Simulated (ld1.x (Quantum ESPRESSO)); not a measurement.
potassium (K): excitation energies, all-electron against TM

| Quantity | Value |
| --- | --- |
| Element | potassium |
| Generator | ld1.x (Quantum ESPRESSO) 7.5 |
| Type | norm-conserving Troullier–Martins (Kleinman–Bylander form) |
| Functional | LDA (PZ) |
| Relativity | scalar-relativistic |
| Frozen core | [Ar] |
| Valence charge | 1 |
| Reference configuration | 3d1 4s0 4p0 |
| Partial waves | 4s (bound, empty): rc 2.70 bohr; 4p (bound, empty): rc 2.95 bohr; 3d (bound): rc 4.20 bohr |
| Local potential | all-electron potential smoothed inside 3.10 bohr (lloc = -2) |
| Core correction | none |

Energies are relative to the spin-unpolarised reference configuration 3d1 4s0 4p0; without spin polarisation the order of configurations can differ from experiment. Spin-polarised rows fill each open shell by Hund’s rule, majority spin first.

```tsv
valence configuration	charge	ΔE all-electron (eV)	error AE − PS (meV)
3d0 4s1 4p0	0	-2.514	+62
3d0 4s0 4p1	0	-0.883	+61
3d0.5 4s0.5 4p0	0	-1.264	+21
3d1 4s0 4p0 (spin-polarised)	0	-0.060	+41
```

Question: What are ΔE and the potential's error for 3d0 4s1 4p0 (spin-polarised)?

Answer: ΔE = -2.654 eV all-electron; the error (AE − PS) is +109 meV.

Question: What are ΔE and the potential's error for 3d0 4s0.5 4p0?

Answer: ΔE = -0.804 eV all-electron; the error (AE − PS) is +35 meV.

Levels in the configuration 3d0 4s1 4p0 (spin-polarised):

```json
{"level": "4s up", "all-electron (eV)": "-2.625", "pseudo (eV)": "-2.736"}
```
